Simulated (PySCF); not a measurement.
BeFH3Si, SMILES [F][Be][SiH3].

Coordinates come from a PBE0-D3(BJ)/def2-TZVP optimisation.

Level of theory: PySCF with PBE/def2-TZVPD.

Isolated molecule, no solvent.

Estimate the frontier levels, gap, dipole moment and polarisability. (An estimate is asked for; the answer gives what the named calculation found.)


| Item | Result |
|---|---|
| highest occupied level | -7.24 eV |
| lowest empty level | -1.66 eV |
| orbital gap | 5.58 eV |
| dipole moment | 0.56 D |
| quadrupole, principal values (traceless, Buckingham form, about the centre of nuclear charge) | -7.49, 3.75, 3.75 D·Å |
| mean static polarisability | 50.3 bohr³ (7.45 Å³) |
| polarisability, principal values | 46.0, 46.0, 58.8 bohr³ |
